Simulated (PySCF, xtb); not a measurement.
CaCl2, SMILES [Cl][Ca][Cl] (connectivity only; charge and spin as stated), charge -1, multiplicity 2.

Harmonic wavenumbers (cm⁻¹) from xtb with GFN2-xTB at its own minimum, in rising order: 62, 140, 140.

### Question
What does PBE-D3(BJ)/def2-TZVPD (PySCF) give at its own minimum? (The exact figures need the calculation; the answer reports its results.)

### Answer
64, 263, 319. Paired by order, the mean absolute difference is 101 cm⁻¹ and the zero-point energies are 0.5 and 0.9 kcal/mol.
